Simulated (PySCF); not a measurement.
Unrelated species, one level of theory. Level of theory: PySCF, TDDFT B3LYP/def2-SVPD, vertical, gas phase, core orbitals frozen in the response. Geometries: GFN2-xTB; one conformer of each isolated species. Triplets are in the Tamm–Dancoff approximation. 'Strongest' means the level of largest summed f among the lowest 8 singlets; it needn't be the same kind of state in each.

Question: Rank by computed HOMO–LUMO gap, lowest first.
A. `C=CCN1[SiH2]N[SiH2]1`
B. `CO[C@@](F)([SiH3])C[SiH3]`
C. `CN(N)[SiH](C)C`
D. `O=S(C(F)F)(=O)Cl`

Answer: A (5.59 eV), C (6.48 eV), D (6.91 eV), B (7.82 eV).

```csv
SMILES,gap (eV),f (strongest),LUMO (eV),T1 (eV),strongest (eV),S1 (eV),S1 mainly
C=CCN1[SiH2]N[SiH2]1,5.59,0.03,-0.75,4.39,5.41,4.56,H→L (99%)
CN(N)[SiH](C)C,6.48,0.06,0.29,5.38,6.36,5.51,H→L (97%)
O=S(=O)(Cl)C(F)F,6.91,0.10,-2.49,5.07,7.65,5.67,H→L (98%)
CO[C@@](F)([SiH3])C[SiH3],7.82,0.06,0.03,6.75,7.87,6.96,H→L (98%)
```

H and L stand for HOMO and LUMO.

- `C=CCN1[SiH2]N[SiH2]1`: Löwdin shares by element: HOMO nitrogen 64%, carbon 14% or more (atoms not listed hold the other 22%); LUMO silicon 41%, nitrogen 15% (atoms not listed hold the other 44%).
- `CN(N)[SiH](C)C`: Löwdin shares by element: HOMO nitrogen 64%, carbon 9% or more, silicon 7% (atoms not listed hold the other 20%); LUMO hydrogen 22% or more, carbon 19% or more, silicon 11% (atoms not listed hold the other 48%).
- `O=S(=O)(Cl)C(F)F`: Löwdin shares by element: HOMO oxygen 56%, chlorine 42%; LUMO chlorine 42%, sulfur 25%, carbon 10%, oxygen 8% or more.
- `CO[C@@](F)([SiH3])C[SiH3]`: Löwdin shares by element: HOMO oxygen 38%, carbon 25% or more, silicon 9% or more (atoms not listed hold the other 29%); LUMO silicon 32%, carbon 16% or more (atoms not listed hold the other 52%).
